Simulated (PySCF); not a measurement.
## Working out the ionisation energy of In⁺

In⁺ [Kr] 4d10 5s2 (1S) → In²⁺ [Kr] 4d10 5s1 (2S). Computed with PySCF 2.14 in ANO-RCC-VTZP (7s6p4d2f1g, 68 functions), with scalar relativity by spin-free X2C-1e. Frozen: [Ar] 3d10. Energies in hartree (1 hartree = 27.21139 eV):

```json
{"part": "UHF", "In⁺ (lower)": "-5877.864573", "In²⁺ (upper)": "-5877.239044"}
{"part": "MP2 opposite-spin", "In⁺ (lower)": "-0.451514", "In²⁺ (upper)": "-0.403937"}
{"part": "MP2 same-spin", "In⁺ (lower)": "-0.233315", "In²⁺ (upper)": "-0.214073"}
```

Q: What does Hartree-Fock give?

A: (-5877.239044) − (-5877.864573) = 0.625529 hartree = 17.022 eV.

Q: What do MP2 and SCS-MP2 (6/5 opposite-spin, 1/3 same-spin) give?

A: The opposite-spin parts differ by 1.295 eV and the same-spin parts by 0.524 eV. MP2: 17.022 + (1.295) + (0.524) = 18.841 eV. SCS-MP2: 17.022 + 1.2 × (1.295) + (0.524)/3 = 18.751 eV.

Measured between the centres of the two terms (NIST): 18.870 eV, so MP2 (valence and next inner shell) is off by -0.029 eV.

What remains against the reference includes basis incompleteness, the frozen core and correlation beyond second order.
